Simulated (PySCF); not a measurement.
wB97X-V on H⁻ (hydrogen, charge -1), 1s2, closed-shell 1S. All numbers are calculated (PySCF 2.14, the non-relativistic Hamiltonian (point nucleus), in def2-TZVPPD (3s3p1d, 17 functions)).

```
cycle= 1 E= -0.503724428195509  delta_E= -0.000285  |g|= 0.00318  |ddm|= 0.0254
cycle= 2 E= -0.503729895587801  delta_E= -5.47e-06  |g|= 0.000539  |ddm|= 0.00648
cycle= 3 E= -0.503730052190263  delta_E= -1.57e-07  |g|= 1.74e-06  |ddm|= 0.00128
cycle= 4 E= -0.50373005219168  delta_E= -1.42e-12  |g|= 1.83e-10  |ddm|= 3.41e-06
converged SCF energy = -0.50373005219168  <S^2> = -8.8817842e-16  2S+1 = 1
```

Highest occupied orbital energy: 0.229 eV; ⟨L²⟩ = 0.00; populations by l: s 2.00, p 0.00, d 0.00.

Question: Can this result be used?

Answer: With care. The run converged. At wB97X-V the highest occupied level has a positive energy, so only the finite basis holds that electron.
